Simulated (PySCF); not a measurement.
A calculated (UHF, PySCF 2.14, aug-cc-pVDZ-DK, the spin-free X2C one-electron Hamiltonian (Gaussian nucleus)) atom or ion has these occupied shells.

```
shell  electrons  orbital energy (eV)  rms radius, mean of both spins (bohr)
 1s α          1              -9738.7                                 0.0580
 1s β          1              -9738.6                                 0.0580
 2s α          1              -1242.8                                  0.244
 2s β          1              -1242.7                                  0.244
 2p β          3              -1074.3                                  0.219
 2p α          3              -1074.3                                  0.219
 3s α          1              -167.25                                  0.732
 3s β          1              -166.98                                  0.732
 3p α          3              -114.93                                  0.777
 3p β          3              -114.92                                  0.777
 3d α          5              -30.190                                  0.998
 3d β          5              -30.158                                  0.998
 4s α          1              -16.966                                   2.71
```

Task: Name the element and its charge.

Result: Zn⁺ (zinc, charge +1), in [Ar] 3d10 4s1, 2S determinant.
